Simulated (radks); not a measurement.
Species: Dy3+. Configuration: [Kr] 4d10 4f9 5s2 5p4 5f2 (not the ground configuration).

Method: scalar-relativistic Kohn-Sham, LDA (Slater exchange, Perdew-Wang correlation), spin-unpolarised, spherical densities, point nucleus; computed with a radial shooting solver on a logarithmic mesh with Libxc functionals.

Energy parts (eV):
| part | energy |
|---|---|
| total | -330458.47 |
| kinetic | 356480.01 |
| electron-nucleus | -805994.75 |
| Hartree | 125947.44 |
| exchange-correlation | -6891.17 |

Orbitals (lengths in bohr, moments of r in powers of bohr; r(max) is where P^2 peaks):
1s: occ. 2; eigenvalue (eV) -53663.29; <r^2> 0.0006101; r(max) 0.01339
2s: occ. 2; eigenvalue (eV) -8978.455; <r^2> 0.009530; r(max) 0.07609
2p: occ. 6; eigenvalue (eV) -7975.259; <r^2> 0.007711; r(max) 0.06170
3s: occ. 2; eigenvalue (eV) -2036.191; <r^2> 0.06298; r(max) 0.2156
3p: occ. 6; eigenvalue (eV) -1728.246; <r^2> 0.06322; r(max) 0.2118
3d: occ. 10; eigenvalue (eV) -1331.499; <r^2> 0.05287; r(max) 0.1728
4s: occ. 2; eigenvalue (eV) -441.4030; <r^2> 0.3170; r(max) 0.4940
4p: occ. 6; eigenvalue (eV) -339.8915; <r^2> 0.3585; r(max) 0.5159
4d: occ. 10; eigenvalue (eV) -201.5812; <r^2> 0.4289; r(max) 0.5340
5s: occ. 2; eigenvalue (eV) -92.8634; <r^2> 1.738; r(max) 1.135
5p: occ. 4; eigenvalue (eV) -66.9652; <r^2> 2.269; r(max) 1.272
4f: occ. 9; eigenvalue (eV) -50.5435; <r^2> 0.7694; r(max) 0.5330
5d: occ. 0; eigenvalue (eV) -35.0578; <r^2> 4.070; r(max) 1.623
6s: occ. 0; eigenvalue (eV) -29.5827; <r^2> 8.686; r(max) 2.608
6p: occ. 0; eigenvalue (eV) -22.9022; <r^2> 11.87; r(max) 3.058
5f: occ. 2; eigenvalue (eV) -13.4397; <r^2> 15.62; r(max) 3.269
6f: occ. 0; eigenvalue (eV) -7.2879; <r^2> 56.06; r(max) 7.135

The highest occupied level is 5f at -13.440 eV. The configuration is held as typed, so some empty levels lie below it. Summed over all electrons, <r^2> = 58.89 bohr^2, which gives a Langevin (diamagnetic) susceptibility term of -46.6 x 10^-6 cm^3/mol.
